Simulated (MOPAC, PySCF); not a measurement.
[W(Cl)2(F)4], neutral singlet in the gas phase. 

Cartesian coordinates (Å):
```xyz
7

W      0.0233     0.0329     0.0171
Cl     2.2649     0.4221     0.2331
Cl    -0.5490     2.0015     1.0271
F     -0.0215    -0.8627     1.6399
F     -1.7788    -0.3740    -0.2049
F      0.3882    -1.5902    -0.8164
F      0.0013     0.8342    -1.6547
```
Charge 0, multiplicity 1.

All levels are single points at this geometry (r2SCAN-D4/def2-SVP); Pople sets use spherical d functions. Orbital energies aren't observables, and empty levels follow the basis.

```tsv
level	HOMO (eV)	LUMO (eV)	gap (eV)	dipole (D)	vertical IE, Delta-SCF (eV)
B3LYP-D3(BJ)/def2-TZVP in PySCF	-9.76	-5.37	4.39	1.38	–
TPSSh-D3(BJ)/def2-TZVP in PySCF	-9.27	-5.46	3.81	1.17	–
B3LYP/LANL2DZ in PySCF	-10.36	-6.48	3.88	1.29	–
HF/6-31G* (LANL2DZ on W) in PySCF	-13.53	-3.37	10.16	1.17	–
PM6 in MOPAC	-10.57	-0.72	9.85	2.63	–
PM7 in MOPAC	-12.22	-2.27	9.95	2.19	–
```
